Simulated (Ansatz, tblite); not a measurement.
Cost and result up the ladder for In₂Te₃ (5 atoms). Total charge 0; singlet. Geometry: r2SCAN-D4/def2-SVP.

Cartesian coordinates in Å:
```
In -0.3506 -2.0837 -1.2044
In -0.8866 2.0705 0.9177
Te 0.1973 0.9538 -1.8174
Te 1.6427 0.0175 0.3807
Te -0.6028 -0.9581 1.7234
```

Ansatz on 4 threads of Arm Neoverse V2 on a shared host; xTB runs through tblite on one thread. Times are rough, summed over both states, and most runs start from the orbitals of an earlier one. PBE-QIDH/def2-TZVP serves as the yardstick here, not as an exact answer. The other state is a triplet at its own geometry.

In the def2 sets In, Te take a core potential; there is no spin–orbit coupling. The xTB rows come from tblite. Correlated methods freeze 20 core orbitals; core or outer-core shells of In, Te are correlated, in sets that lack core-valence functions. The structure comes from a short search, and lower isomers may exist.

Run but left out: MP2/def2-SVP, MP2/def2-TZVP (triplet: ⟨S²⟩ 2.23 to 2.24, where a pure state has 2.00).

Correlated methods converge slowly with the basis.

xTB has no spin-polarisation term.

| level | functions | wall time | triplet − singlet (eV) | difference from PBE-QIDH/def2-TZVP (eV) |
| --- | --- | --- | --- | --- |
| GFN1-xTB | 45 | 0.012 s | 1.68 | 0.46 |
| GFN2-xTB | 45 | 0.023 s | 2.37 | 1.15 |
| PBE-D4/def2-TZVP | 250 | 16 s | 0.96 | -0.26 |
| r2SCAN-D4/def2-TZVP (with forces) | 250 | 39 s | 0.92 | -0.30 |
| PBE0-D4/def2-TZVP | 250 | 48 s | 1.14 | -0.08 |
| PBE-QIDH/def2-TZVP | 250 | 68 s | 1.22 | 0.00 |
